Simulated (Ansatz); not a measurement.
Geometry optimisation, Ansatz 0.2.0, RKS PBE0/def2-SVP.

Input file:

```yaml
crystal:
  periodic: [false, false, false]
  atoms:
    - { symbol: Si, position_ang: [-0.508677, 2.0e-06, -0.381611] }
    - { symbol: H, position_ang: [0.179424, -0.000119, 2.205348] }
    - { symbol: H, position_ang: [0.752581, 1.1e-05, 0.361532] }
    - { symbol: F, position_ang: [-0.566334, 1.290092, -1.329507] }
    - { symbol: F, position_ang: [-0.566314, -1.290082, -1.329516] }
    - { symbol: Cl, position_ang: [-2.250086, -1.9e-05, 0.779678] }
    - { symbol: H, position_ang: [-0.421694, 0.000115, 2.596676] }
basis:
  gaussian: { orbitals: def2-SVP }
hamiltonian:
  xc: pbe0
relax:
  f_tol: 0.03
  max_steps: 50
```

Launched with:

```bash
$ ansatz run input.yaml --threads 1 --pin off --max-ram 2048MiB --backend cpu --events-out ev --progress --plain --runs-dir out
```

Q: Where does it end, and by what steps?

A: It converged. The force dipped under the threshold on the way, but the program's further checks kept it going. After 13 steps the energy has fallen by 0.318 eV; H2 moved furthest, 1.19 Å.

```csv
step,energy less start (eV),largest force component (eV/Å),accepted
0,0.0000,1.562,yes
1,-0.1894,0.249,yes
2,-0.2564,0.188,yes
3,-0.2908,0.101,yes
4,-0.3017,0.094,yes
5,-0.3036,0.122,yes
6,-0.3056,0.141,yes
7,-0.3077,0.239,yes
8,-0.3148,0.020,yes
9,-0.3153,0.319,yes
10,-0.3179,0.039,yes
11,-0.3182,0.005,yes
12,-0.3183,0.036,yes
13,-0.3184,0.008,yes
```

```xyz
7
Properties=species:S:1:pos:R:3
Si -0.598 0.000 -0.697
H 0.360 0.000 3.379
H 0.664 0.000 0.056
F -0.674 1.293 -1.643
F -0.674 -1.293 -1.643
Cl -2.216 0.000 0.535
H -0.243 0.000 2.915
```

Whether the end is a true minimum wasn't checked by a vibrational analysis.

The run took 44 s on 1 thread of Arm Neoverse V1, with other jobs on the host, peak memory 0.15 GiB.
